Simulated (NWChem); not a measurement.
H$_{2}$BO$_{2}$, doublet; SMILES O[B]O

```xyz
5

O     -1.2218     0.0000     0.0420
B      0.0000     0.0000    -0.5420
O      1.2218     0.0000     0.0420
H     -1.2136     0.0000     1.0193
H      1.2136     0.0000     1.0193
```
Atoms are numbered in this order, from 1.

Computed with NWChem. Spin-unrestricted. In the optimisation the excess spin sits in a1 (C2v, its own frame). Structure relaxed at the B3LYP/6-31G* (spherical d), spin-unrestricted level. No stability test was run on the SCF state.

For level PW91/def2-TZVP:

```
Property                                                     Result
-----------------------------------------------------------  ------
highest occupied level (eV)                                   -4.90
lowest empty minus highest occupied level, either spin (eV)    2.34
dipole (D)                                                     3.07
```

### Question
What are these values for level B3PW91/def2-TZVP?

### Answer
The highest occupied level (eV) comes out as -5.86. The lowest empty minus highest occupied level, either spin (eV) is 4.33 and the dipole (D) comes out as 3.18.
